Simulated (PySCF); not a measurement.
**Broadened absorption spectrum of C4H7FO2Si**

Species: C4H7FO2Si.
SMILES: `CC1=C(O[SiH2]O)[C@H]1F`

Method used: TDDFT CAM-B3LYP/def2-SVPD, vertical, gas phase, core orbitals frozen in the response (PySCF 2.14.0, density-fitted response routines). The structure is a single GFN2-xTB conformer in the gas phase; no vibrational or solvent corrections. Torsions of this conformer, `[CH3:1][C:2]1=[C:3]([O:4][SiH2:5][OH:6])[C@H:7]1[F:8]`: C2–C3–O4–Si5 165°, C3–O4–Si5–O6 -16°, H–O6–Si5–O4 -23°.

Broadening: Gaussians 0.4 eV wide at half height, area fixed by f = 4.319×10⁻⁹ ∫ε dν̃. The width is an assumption, not a result. The curve ends short of the highest state used, and states not computed would add to its high-energy end.

λ (nm), ε (L mol⁻¹ cm⁻¹) and a bar:
```
    165.1       6471 ###############
    166.3       7068 ################
    167.5       8164 ###################
    168.7       9543 ######################
    169.9      10945 #########################
    171.1      12123 ############################
    172.3      12872 ##############################
    173.4      13061 ##############################
    174.6      12662 #############################
    175.8      11660 ###########################
    177.0      10181 #######################
    178.2       8427 ###################
    179.4       6633 ###############
    180.6       5004 ###########
    181.8       3676 ########
    183.0       2699 ######
    184.2       2050 #####
    185.4       1654 ####
    186.6       1423 ###
    187.8       1275 ###
    189.0       1152 ###
    190.2       1021 ##
    191.4        874 ##
    192.6        717 ##
    193.8        560 #
    195.0        418 #
    196.2        297 #
    197.4        201 
    198.6        131 
    199.8         81 
    201.0         48 
    202.2         28 
    203.4         15 
    204.6          8 
    205.8          4 
    207.0          2
```

(1) Where are the band maxima, and which computed states make them?

(2) Coming from long wavelengths, where does ε first pass 100 L mol⁻¹ cm⁻¹?

(3) On this curve, what absorbance would a 10⁻⁵ mol/L sample give at 193 nm over a 1 cm path?

Results:

(1) 173 nm (7.16 eV), ε about 13000, made up of S2 (53%), S3 (29%) and S4 (17%) (ε in L mol⁻¹ cm⁻¹; maxima over ε = 5, shares over 10%). The states used: S1 6.59 eV (f 0.016); S2 7.06 eV (f 0.121); S3 7.22 eV (f 0.059); S4 7.34 eV (f 0.061); S5 7.55 eV (f 0.0031); S6 7.75 eV (f 0.106); S7 8.06 eV (f 0.017); S8 8.11 eV (f 0.0025).

(2) At about 199 nm (6.22 eV), 0.37 eV below S1.

(3) 193 nm is 6.424 eV, where ε is about 660 L mol⁻¹ cm⁻¹, so A = ε c l ≈ 0.0066 (Beer–Lambert, with the gas-phase spectrum and the assumed width).

Time: 83 s; peak memory 1.0 GiB. Hardware: an Arm Neoverse V1 with one thread, shared host with 32 logical CPUs at a one-minute load of 20.
